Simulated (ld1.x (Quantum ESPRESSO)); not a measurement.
# Ranking ultrasoft potentials for phosphorus

All share these settings but for the change named:

ld1.x (Quantum ESPRESSO) 7.5 input, shortened:

```
&input
   title='P', zed=15., rel=1, dft='PBE', iswitch=3,
   config='[Ne] 3s2 3p2.5'
 /
 &inputp
   pseudotype=3, tm=.true., lloc=-1, rcloc=1.55,
   nlcc=.false.,
   which_augfun='PSQ', rmatch_augfun_nc=.true.
 /
4
3S  1  0   2.00   0.00  1.25  1.55  0.0
3S  1  0   0.00  -0.40  1.25  1.55  0.0
3P  2  1   2.50   0.00  1.50  2.10  0.0
3P  2  1   0.00  -0.15  1.50  2.10  0.0
 &test
   configts(1)='3s2 3p2.5'
 /
```

Test errors are all-electron minus pseudo excitation energies from the reference, over 3s2 3p3; 3s2 3p2; 3s2 3p1; 3s1 3p0; 3s1 3p3; 3s0 3p5; 3s1 3p4. None of these files shows a bound ghost.

The base gives 127.9 meV.

Of 10 variants that were run, those that failed, showed a ghost or another fault, or gave nearly equal values are left out.

A variant can come out equal or close to the base, since the largest error may sit in a test that the change hardly touches while other tests move.

**Question.** Rank these variants by their largest absolute test error, smallest first.
A. waves 3p (bound): rcut 1.50, rcutus 1.78 bohr; 3p channel at -0.15 Ry: rcut 1.50, rcutus 1.78 bohr
B. waves 3p (bound): rcut 1.50, rcutus 1.92 bohr; 3p channel at -0.15 Ry: rcut 1.50, rcutus 1.92 bohr
C. waves 3p (bound): rcut 1.50, rcutus 2.18 bohr; 3p channel at -0.15 Ry: rcut 1.50, rcutus 2.18 bohr
D. waves 3p (bound): rcut 1.50, rcutus 2.52 bohr; 3p channel at -0.15 Ry: rcut 1.50, rcutus 2.52 bohr
E. waves 3p (bound): rcut 1.50, rcutus 2.34 bohr; 3p channel at -0.15 Ry: rcut 1.50, rcutus 2.34 bohr

**Answer.** A (84.5 meV), B (105.6 meV), C (132.8 meV), E (156.6 meV), D (198.5 meV).
